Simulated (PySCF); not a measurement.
Molecule: H6Cl2N2Si2, SMILES N[SiH2]N[SiH](Cl)Cl. Atoms near the plane z = 0.0 Å, at the PBE0/def2-SVP optimised geometry (x, y, z in Å): Si5 (0.2, 0.2, 0.0), N6 (-0.2, 1.8, 0.0), H7 (-1.7, -2.5, -0.1), H10 (1.7, 0.2, 0.0), H11 (-1.2, 2.1, 0.1), H12 (0.5, 2.5, 0.3).

Computed with PySCF 2.14.0 with PBE0/def2-TZVP. Cells within 0.4 Å of a nucleus heavier than hydrogen are left out (blank, or x). The values are rescaled to run from 0 to 1.

```
|11111111111111111111111111111|
|11111111111111111111111111111|
|11111111111111111111111111111|
|11111111111111111111111111111|
|11111111111111111111111111111|
|11111111111111111111111111111|
|11111111110111110011111111111|
|11111111100221461011111111111|
|1111111110099xx62111111111111|
|1111111110156xx11111111111111|
|11111111111114831111111111111|
|11111111111115741111111111111|
|11111111111002311232111111111|
|11111111111000xx2575111111111|
|11111111111000xx2586111111111|
|11111111111111100232111111111|
|11111111111111000111111111111|
|11111111111111100111111111111|
|11111111111111111111111111111|
|11111111122111111111111111111|
|11111111233211111111111111111|
|11111111243211111111111111111|
|11111111122111111111111111111|
|11111111111111111111111111111|
|11111111111111111111111111111|
|11111111111111111111111111111|
|11111111111111111111111111111|
|11111111111111111111111111111|
|11111111111111111111111111111|
```
Scale: ten equal steps from 0.000 (start of '0') to 1.00 (end of '9'), in the order '0123456789'; x runs from -5.00 to 5.00, y from -5.00 (bottom) to 5.00 (top).

Task: Which quantity is mapped?
A) electrostatic potential
B) Laplacian of the electron density
C) deformation density (molecule minus spherical neutral atoms)
D) log10 of the electron density

Result: C, deformation density (molecule minus spherical neutral atoms). In full: deformation density (molecule minus spherical neutral atoms) (e/bohr³).
